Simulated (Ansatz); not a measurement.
Reaction: SO3 (sulfur trioxide, SMILES O=S(=O)=O) + H+ → HSO3+ (SMILES [OH+]=S(=O)=O)
Each species at its own B3LYP-D3(BJ)/def2-TZVP minimum (Ansatz, a program for electronic structure), one conformer.

Total energies in hartree (Ansatz). UHF or UKS for unpaired electrons; spin-orbit terms are left out. Correlated methods leave the cores frozen. No relativity.

```csv
species,HF/cc-pV(T+d)Z,CCSD(T)/cc-pV(T+d)Z,HF/cc-pV(Q+d)Z,CCSD(T)/cc-pV(Q+d)Z,CCSD(T)/cc-pV(D+d)Z,CCSDT(Q)/cc-pV(D+d)Z
1: SO3 (SMILES O=S(=O)=O),-622.16561,-623.08748,-622.18952,-623.18182,-622.76077,-622.76470
2: HSO3+ (SMILES [OH+]=S(=O)=O),-622.40084,-623.32811,-622.42440,-623.41864,-623.01000,-623.01413
```

**Question.** Work out the proton affinity (electronic), positive where energy is released in kJ/mol: take Hartree-Fock from cc-pV(Q+d)Z, extrapolate the CCSD(T) correlation energy as X^-3 (X = 3, 4), and add CCSDT(Q) - CCSD(T) in cc-pV(D+d)Z. 1 hartree = 2625.5 kJ/mol.

**Answer.** 
Species 1: correlation (64·(-0.99230) - 27·(-0.92187))/37 = -1.04369; step -0.00393; E1 = -622.18952 + (-1.04369) + (-0.00393) = -623.23714
H+ has no electrons: E = 0
Species 2: correlation (64·(-0.99424) - 27·(-0.92727))/37 = -1.04311; step -0.00413; E2 = -622.42440 + (-1.04311) + (-0.00413) = -623.47164
+1·E1 -1·E2 = 0.23450 hartree = 615.7 kJ/mol.
